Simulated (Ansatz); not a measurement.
`C[Se][GeH2][F]` → `[F][GeH]` + `C[SeH]` at 700 K and 1 bar (germylene formation by 1,1-elimination).

Computed with Ansatz on PBE0-D4/def2-TZVP structures; ΔE is electronic, products minus reactants. CCSD(T)/CBS adds triple-zeta CCSD(T) − MP2 to the extrapolated MP2 energy (def2 sets, frozen cores). For Ge, Se outer-core shells are correlated without core-valence functions, which leaves a few kJ/mol of doubt a bond. Scalar relativity is left out up to krypton. Each species was taken in one conformer, which may not be the lowest.

```
         species  CCSD(T)/CBS energy (Eh)  H − E (kJ/mol)  S (J/(mol·K))
`C[Se][GeH2][F]`              -4617.72550           219.8          467.9
      `[F][GeH]`              -2176.50038            48.7          290.8
        `C[SeH]`              -2441.15625           157.6          325.3
```

H − E and S are ideal-gas, rigid-rotor, harmonic terms from PBE0-D4/def2-TZVP, for one conformer and one mirror image of each species. 1 Eh = 2625.50 kJ/mol, R = 8.31446 J/(mol·K).

By hand: ΔE, ΔH, ΔS and ΔG.

ΔE = (-2176.50038) + (-2441.15625) − (-4617.72550) = 0.06887 Eh = 180.8 kJ/mol. Δ(H − E) = 48.7 + 157.6 − 219.8 = -13.5, so ΔH = 167.3 kJ/mol. ΔS = 290.8 + 325.3 − 467.9 = 148.2 J/(mol·K). ΔG = 167.3 − 700 × (148.2)/1000 = 63.6 kJ/mol.

By hand: the equilibrium constant, and the temperature at which ΔG would vanish if ΔH and ΔS stayed fixed.

log₁₀ K = −ΔG/(RT ln 10) = -4.7. ΔG = 0 at ΔH/ΔS = 1129 K.

The number of gas molecules changes by +1, which sets the sign of ΔS. A doubt of 5 kJ/mol in ΔE shifts log₁₀ K by 0.4 here. Other conformers and mirror images would add mixing entropy, several J/(mol·K) or more a flexible species. Modes under 60 cm⁻¹, often nearly free rotors, make the harmonic entropy too high. These are equilibria of isolated gas molecules and say nothing of rates. Largest T1 diagnostic: 0.014 (customary marks: 0.02 for closed shells, 0.045 for open ones).
